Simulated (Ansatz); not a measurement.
`[F][In]([Cl])[GeH3]` + CH₃OH → `C[O][In]([F])[Cl]` + GeH₄ at 500 K and 1 bar (cleavage of the In–Ge bond).

Gas-phase electronic energies from Ansatz, PBE0-D4/def2-TZVP geometries. CBS: MP2 limit from def2 TZ/QZ plus the TZ coupled-cluster correction, frozen cores. This one scheme is used for every species. Elements past krypton have def2 core potentials. For Ge, In outer-core shells are correlated without core-valence functions, which leaves a few kJ/mol of doubt a bond. Scalar relativity is left out up to krypton. One conformer a species, not always the lowest.

```json
{"species": "`[F][In]([Cl])[GeH3]`", "CCSD(T)/CBS energy (Eh)": "-2827.39267", "H − E (kJ/mol)": "113.9", "S (J/(mol·K))": "457.1"}
{"species": "CH₃OH", "CCSD(T)/CBS energy (Eh)": "-115.61712", "H − E (kJ/mol)": "157.0", "S (J/(mol·K))": "265.4"}
{"species": "`C[O][In]([F])[Cl]`", "CCSD(T)/CBS energy (Eh)": "-864.49222", "H − E (kJ/mol)": "161.2", "S (J/(mol·K))": "450.2"}
{"species": "GeH₄", "CCSD(T)/CBS energy (Eh)": "-2078.49493", "H − E (kJ/mol)": "99.4", "S (J/(mol·K))": "244.6"}
```

H − E and S are ideal-gas, rigid-rotor, harmonic terms from PBE0-D4/def2-TZVP, for one conformer and one mirror image of each species. 1 Eh = 2625.50 kJ/mol, R = 8.31446 J/(mol·K).

By hand: ΔE, ΔH, ΔS and ΔG.

ΔE = (-864.49222) + (-2078.49493) − (-2827.39267) − (-115.61712) = 0.02264 Eh = 59.4 kJ/mol. Δ(H − E) = 161.2 + 99.4 − 113.9 − 157.0 = -10.3, so ΔH = 49.1 kJ/mol. ΔS = 450.2 + 244.6 − 457.1 − 265.4 = -27.7 J/(mol·K). ΔG = 49.1 − 500 × (-27.7)/1000 = 63.0 kJ/mol.

By hand: the equilibrium constant, and the temperature at which ΔG would vanish if ΔH and ΔS stayed fixed.

log₁₀ K = −ΔG/(RT ln 10) = -6.6. ΔH and −TΔS have one sign here, so there is no such temperature.

ΔH outweighs TΔS. A doubt of 5 kJ/mol in ΔE shifts log₁₀ K by 0.5 here. Other conformers and mirror images would add mixing entropy, several J/(mol·K) or more a flexible species. Modes under 60 cm⁻¹, often nearly free rotors, make the harmonic entropy too high. These are equilibria of isolated gas molecules and say nothing of rates. Largest T1 diagnostic: 0.016 (customary marks: 0.02 for closed shells, 0.045 for open ones).
